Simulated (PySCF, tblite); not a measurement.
Isomers of C5H13NO3Si, one GFN2-xTB conformer each. Single-point energies are computed at PBE0/pcSseg-1 (PySCF, gas phase, no added dispersion term), electronic only.

```csv
SMILES,GFN2-xTB relative energy (kJ/mol)
C[C@@H](C=O)O[Si@H](O)N(C)C,0.0
CN[Si@@H](OC)[C@H](C)C(=O)O,58.2
```

Conformers: `[CH3:1][C@@H:2]([CH:3]=[O:4])[O:5][Si@H:6]([OH:7])[N:8]([CH3:9])[CH3:10]` with C1–C2–C3–O4 135°, C1–C2–O5–Si6 163°, C2–O5–Si6–O7 57°, O5–Si6–O7–H 14°, O5–Si6–N8–C9 -47°; `[CH3:1][NH:2][Si@@H:3]([O:4][CH3:5])[C@H:6]([CH3:7])[C:8](=[O:9])[OH:10]` with C1–N2–Si3–O4 175°, N2–Si3–O4–C5 171°, N2–Si3–C6–C7 -63°, Si3–C6–C8–O9 90°, C6–C8–O10–H 177°.

Question: What does PBE0/pcSseg-1 give for the same structures?

Answer: 
| SMILES | PBE0/pcSseg-1 E (Eh) | PBE0/pcSseg-1 (kJ/mol) | GFN2-xTB (kJ/mol) | point group |
| --- | --- | --- | --- | --- |
| C[C@@H](C=O)O[Si@H](O)N(C)C | -767.63936 | 0.0 | 0.0 | C1 |
| CN[Si@@H](OC)[C@H](C)C(=O)O | -767.62962 | 25.6 | 58.2 | C1 |

Both levels put the same isomer lowest. As drawn, the higher has an N–H bond, a C(=O)–O unit and an Si–C bond, which the lower lacks.

Question: Which frontier levels, dipoles and rotational constants go with these structures?

Answer: 
```
                     SMILES  HOMO (eV, PBE0/pcSseg-1)  LUMO (eV)  dipole (D)       A, B, C (MHz)
C[C@@H](C=O)O[Si@H](O)N(C)C                     -6.38      -1.19        3.60  1684, 820.3, 634.8
CN[Si@@H](OC)[C@H](C)C(=O)O                     -6.79       0.21        1.78  1389, 862.3, 685.9
```

Question: What happens when harmonic zero-point energies from GFN2-xTB frequencies are added?

Answer: 
| SMILES | ZPE (kJ/mol) | electronic (kJ/mol) | with ZPE (kJ/mol) |
| --- | --- | --- | --- |
| C[C@@H](C=O)O[Si@H](O)N(C)C | 475.6 | 0.0 | 0.0 |
| CN[Si@@H](OC)[C@H](C)C(=O)O | 479.0 | 25.6 | 29.0 |

The zero-point energies span 3.4 kJ/mol. The order is unchanged.
